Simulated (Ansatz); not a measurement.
A run on `CN[SiH2][SeH]` with other settings.

```yaml
crystal:
  periodic: [false, false, false]
  atoms:
    - {symbol: C, position_ang: [-0.414223, 1.540617, -0.211979]}
    - {symbol: N, position_ang: [-0.308719, 0.413415, 0.691698]}
    - {symbol: Si, position_ang: [0.758302, -0.894086, 0.436382]}
    - {symbol: Se, position_ang: [0.511136, -2.078372, -1.514405]}
    - {symbol: H, position_ang: [-1.085092, 1.356670, -1.059599]}
    - {symbol: H, position_ang: [-0.762179, 2.430581, 0.318916]}
    - {symbol: H, position_ang: [0.572192, 1.772987, -0.621130]}
    - {symbol: H, position_ang: [-1.155577, 0.225392, 1.205029]}
    - {symbol: H, position_ang: [0.592438, -1.802445, 1.596020]}
    - {symbol: H, position_ang: [2.144729, -0.384556, 0.295154]}
    - {symbol: H, position_ang: [-0.787509, -2.637302, -1.115486]}
basis:
  gaussian: {orbitals: cc-pVTZ-DK, fitting: {mean_field: cc-pVTZ-jkfit}}
hamiltonian: {xc: {name: BHLYP}, dispersion: d3bj}
output: {forces: true}
```

```sh
$ ansatz run in.yaml --threads 4 --pin off --events-out ev --progress --plain --max-ram 10444MiB
```

It prints (some lines left out):

```
Functional definition: BHLYP
696 factors; integrals over basis functions are off by at most 7.4e-1 eV
mean field evaluation 1: about -76652.8120 eV, gradient 4.8e1 eV
mean field evaluation 2: about -76651.6191 eV, gradient 5.2e1 eV
mean field evaluation 4: about -76657.4307 eV, gradient 2.0e0 eV
mean field evaluation 8: about -76657.4374 eV, gradient 5.6e-2 eV
mean field evaluation 16: about -76657.4375 eV, gradient 2.8e-5 eV
mean field -76657.43745723 eV, -2817.1088662758 hartree, gradient 2.8e-5 eV, S^2 0.000000; 0 other end points of the search recorded, 0 dependent functions left out
reference -76657.43764488 eV, -2817.1088731720 hartree; 34, 34 occupied and 201, 201 virtual orbitals, 696 factors
Total energy: -76657.81000360 eV, -2817.1225571024 hartree
Relativity: scalar
Atom 0 at    -0.414223     1.540617    -0.211979 Å, force    -0.008990     0.221200    -0.153792 eV/Å
Atom 1 at    -0.308719     0.413415     0.691698 Å, force    -0.259429    -0.115698     0.076368 eV/Å
Atom 2 at     0.758302    -0.894086     0.436382 Å, force     0.135941     0.051983     0.209208 eV/Å
Atom 3 at     0.511136    -2.078372    -1.514405 Å, force    -0.256884    -0.079956     0.111592 eV/Å
Atom 4 at    -1.085092     1.356670    -1.059599 Å, force     0.201905     0.051200     0.267749 eV/Å
Atom 5 at    -0.762179     2.430581     0.318916 Å, force     0.099875    -0.277863    -0.162918 eV/Å
Atom 6 at     0.572192     1.772987    -0.621130 Å, force    -0.294007    -0.074056     0.124598 eV/Å
Atom 7 at    -1.155577     0.225392     1.205029 Å, force     0.341547     0.081081    -0.214213 eV/Å
Atom 8 at     0.592438    -1.802445     1.596020 Å, force     0.034528     0.129693    -0.198812 eV/Å
Atom 9 at     2.144729    -0.384556     0.295154 Å, force    -0.214860    -0.077421     0.031103 eV/Å
Atom 10 at    -0.787509    -2.637302    -1.115486 Å, force     0.220375     0.089837    -0.090882 eV/Å
Dipole moment:    -0.301124     0.242113     0.197786 e Å
```

Hardware: 4 threads of an Intel Xeon on a shared host. Wall time 2.7 s, peak host memory 0.44 GiB.
